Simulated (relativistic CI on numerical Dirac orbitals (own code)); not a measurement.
## d6 in a ligand field

Computed with a parametric ligand-field model of a d^n configuration (Racah B and C, spin-orbit zeta, crystal field), exact diagonalisation.

Field parameters in Wybourne normalisation: Oh B⁴₀ = 21Dq, B⁴₄ = √(5/14) B⁴₀. The field is a parameter set, without covalency.

Q: Ground term and bands for B = 940, C = 4710, ζ = 0 cm⁻¹, Oh, 10Dq = 27260 cm⁻¹?

A: Ground term 1A1 with 0.06 electrons in the two orbitals of the cubic e set. Spin-allowed: 1T1 24329 cm⁻¹ (411 nm), 1T2 36230 cm⁻¹ (276 nm), 1T2 50508 cm⁻¹ (198 nm), 1E 51186 cm⁻¹ (195 nm). Lowest spin-forbidden: 3T1 14280 cm⁻¹ (700 nm), 5T2 14896 cm⁻¹ (671 nm), 3T2 20115 cm⁻¹ (497 nm).

Q: Ground term and bands for B = 940, C = 4710, ζ = 0 cm⁻¹, Oh, 10Dq = 15980 cm⁻¹?

A: Ground term 5T2 with 2.00 electrons in the two orbitals of the cubic e set. Spin-allowed: 5E 15980 cm⁻¹ (626 nm). Lowest spin-forbidden: 1A1 6830 cm⁻¹ (1464 nm), 3T1 10115 cm⁻¹ (989 nm), 3T2 14896 cm⁻¹ (671 nm).

Q: Ground term and bands for B = 940, C = 4710, ζ = 0 cm⁻¹, Oh, 10Dq = 2820 cm⁻¹?

A: Ground term 5T2 with 2.00 electrons in the two orbitals of the cubic e set. Spin-allowed: 5E 2820 cm⁻¹. Lowest spin-forbidden: 3T1 21465 cm⁻¹ (466 nm), 3T2 22485 cm⁻¹ (445 nm), 3T1 23697 cm⁻¹ (422 nm).

Q: Ground term and bands for B = 940, C = 4710, ζ = 0 cm⁻¹, Oh, 10Dq = 19740 cm⁻¹?

A: Ground term 1A1 with 0.08 electrons in the two orbitals of the cubic e set. Spin-allowed: 1T1 17089 cm⁻¹ (585 nm), 1T2 27706 cm⁻¹ (361 nm), 1T2 36394 cm⁻¹ (275 nm), 1E 36614 cm⁻¹ (273 nm). Lowest spin-forbidden: 5T2 356 cm⁻¹, 3T1 6933 cm⁻¹ (1442 nm), 3T2 12168 cm⁻¹ (822 nm).

Q: Ground term and bands for B = 940, C = 4710, ζ = 0 cm⁻¹, Oh, 10Dq = 21620 cm⁻¹?

A: Ground term 1A1 with 0.07 electrons in the two orbitals of the cubic e set. Spin-allowed: 1T1 18890 cm⁻¹ (529 nm), 1T2 29915 cm⁻¹ (334 nm), 1T2 39866 cm⁻¹ (251 nm), 1E 40241 cm⁻¹ (249 nm). Lowest spin-forbidden: 5T2 3974 cm⁻¹ (2516 nm), 3T1 8764 cm⁻¹ (1141 nm), 3T2 14181 cm⁻¹ (705 nm).
